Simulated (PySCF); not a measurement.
MgBr₂, SMILES [Br][Mg][Br]. The structure is a stationary point at B3LYP-D3(BJ)/def2-TZVP.

Computed equilibrium geometry at B3LYP-D3(BJ)/def2-TZVP (PySCF confirms it by a frequency run) as Cartesian coordinates in Å, and its point group:
point group D∞h.
```xyz
3

Mg     0.0000     0.0000     0.0000
Br     0.0000     0.0000    -2.3269
Br     0.0000     0.0000     2.3269
```
